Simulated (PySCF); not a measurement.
A structure optimised at PBE-D3(BJ)/def2-SVP, used in a PySCF frequency run:

```
Si
O 1 1.6807
C 2 1.4105 1 123.40
H 3 1.1099 2 109.03 1 173.11
H 3 1.1154 4 107.61 2 -121.83
H 3 1.1167 4 107.64 5 -115.90
O 1 1.6829 2 112.34 3 65.94
H 7 0.9718 1 115.53 2 -81.76
H 1 1.5116 2 107.79 3 -53.92
C 1 1.8604 9 114.38 2 117.86
H 10 1.1079 1 110.76 9 -63.09
H 10 1.1080 11 108.70 1 -122.15
H 10 1.1086 11 108.25 12 -117.38
```

Q: Write its SMILES and formula.

A: CO[SiH](C)O, C2H8O2Si

Q: What are its rotational constants (standard atomic weights)?

A: 5.8778, 2.8183, 2.1141 GHz
